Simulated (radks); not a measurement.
The numbers below are computed, except where a source is named.
These are the eigenvalues of the occupied orbitals of an atom or ion with whole-number occupations (eV). Code: a radial shooting solver on a logarithmic mesh with Libxc functionals. Model: non-relativistic Kohn-Sham, exchange-only B88, spin-polarised, spherical densities, point nucleus.

orbital  eigenvalue
1s        -8693.722
2s        -1505.580
2p        -1388.588
3s        -548.1426

Which element is it, and in what charge state? The configuration may be excited. Open shells, if any, are filled with parallel spins first.

Answer. Z = 28, nickel, charge +16: Ni16+ in [Ne] 3s2. The list shows which subshells hold electrons but not how many an open one holds; the 1s level, -319.49 hartree, gives Z - s = 25.3 by -(Z - s)^2/2, which with screening narrows Z to a few neighbours, and the depths of the outer levels then fix element, charge and occupations together.
